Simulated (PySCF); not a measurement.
A calculated (TPSS, PySCF 2.14, aug-cc-pVQZ-DK3, the spin-free X2C one-electron Hamiltonian (Gaussian nucleus)) atom or ion has these occupied shells.

```json
{"shell": "1s", "electrons": "2", "orbital energy (eV)": "-90323.6", "rms radius, mean of both spins (bohr)": "0.0178"}
{"shell": "2s", "electrons": "2", "orbital energy (eV)": "-16249.7", "rms radius, mean of both spins (bohr)": "0.0718"}
{"shell": "2p", "electrons": "6", "orbital energy (eV)": "-13983.4", "rms radius, mean of both spins (bohr)": "0.0663"}
{"shell": "3s", "electrons": "2", "orbital energy (eV)": "-3946.6", "rms radius, mean of both spins (bohr)": "0.183"}
{"shell": "3p", "electrons": "6", "orbital energy (eV)": "-3294.4", "rms radius, mean of both spins (bohr)": "0.186"}
{"shell": "3d", "electrons": "10", "orbital energy (eV)": "-2603.4", "rms radius, mean of both spins (bohr)": "0.170"}
{"shell": "4s", "electrons": "2", "orbital energy (eV)": "-928.56", "rms radius, mean of both spins (bohr)": "0.401"}
{"shell": "4p", "electrons": "6", "orbital energy (eV)": "-713.26", "rms radius, mean of both spins (bohr)": "0.428"}
{"shell": "4d", "electrons": "10", "orbital energy (eV)": "-457.09", "rms radius, mean of both spins (bohr)": "0.454"}
{"shell": "5s", "electrons": "2", "orbital energy (eV)": "-185.37", "rms radius, mean of both spins (bohr)": "0.884"}
{"shell": "4f", "electrons": "14", "orbital energy (eV)": "-179.89", "rms radius, mean of both spins (bohr)": "0.480"}
{"shell": "5p", "electrons": "6", "orbital energy (eV)": "-124.75", "rms radius, mean of both spins (bohr)": "1.01"}
{"shell": "5d", "electrons": "10", "orbital energy (eV)": "-54.862", "rms radius, mean of both spins (bohr)": "1.31"}
{"shell": "6s", "electrons": "2", "orbital energy (eV)": "-39.712", "rms radius, mean of both spins (bohr)": "2.13"}
```

Question: Name the element and its charge.

Answer: Bi³⁺ (bismuth, charge +3), in [Xe] 4f14 5d10 6s2, closed-shell 1S.
